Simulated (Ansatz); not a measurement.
Start from `[SiH3]C1[SiH2]S1` and change one atom or group to get `C#CC1[SiH2]S1`.

Ansatz, PBE0-D4/def2-TZVP geometries, multiplicity 1. 

```json
{"property": "size of the dipole moment (PBE/def2-TZVPP) / D", "`[SiH3]C1[SiH2]S1`": "1.59"}
{"property": "HOMO energy (PBE0/def2-TZVPP) / eV", "`[SiH3]C1[SiH2]S1`": "-7.01"}
{"property": "HOMO energy (B3LYP/def2-TZVPP) / eV", "`[SiH3]C1[SiH2]S1`": "-6.76"}
{"property": "HOMO–LUMO gap (ωB97M-V/def2-TZVPP) / eV", "`[SiH3]C1[SiH2]S1`": "10.32"}
{"property": "zero-point energy (PBE0-D4/def2-TZVP) / kJ/mol", "`[SiH3]C1[SiH2]S1`": "157.9"}
{"property": "HOMO–LUMO gap (PBE/def2-TZVPP) / eV", "`[SiH3]C1[SiH2]S1`": "4.44"}
```

Give the same properties after the change, and the shifts. (Estimate.)

Ansatz gave: 
```
                                      property  `C#CC1[SiH2]S1`  shift
size of the dipole moment (PBE/def2-TZVPP) / D             1.54  -0.05
            HOMO energy (PBE0/def2-TZVPP) / eV            -7.14  -0.13
           HOMO energy (B3LYP/def2-TZVPP) / eV            -6.90  -0.14
       HOMO–LUMO gap (ωB97M-V/def2-TZVPP) / eV            10.32   0.00
zero-point energy (PBE0-D4/def2-TZVP) / kJ/mol            142.7  -15.2
           HOMO–LUMO gap (PBE/def2-TZVPP) / eV             4.46   0.02
```

The zero-point energy changes by -15.2 kJ/mol with -3 modes. Dipoles are sizes alone; their direction can turn.

B3LYP here is the variant with VWN-RPA as its local correlation; programs differ in this.
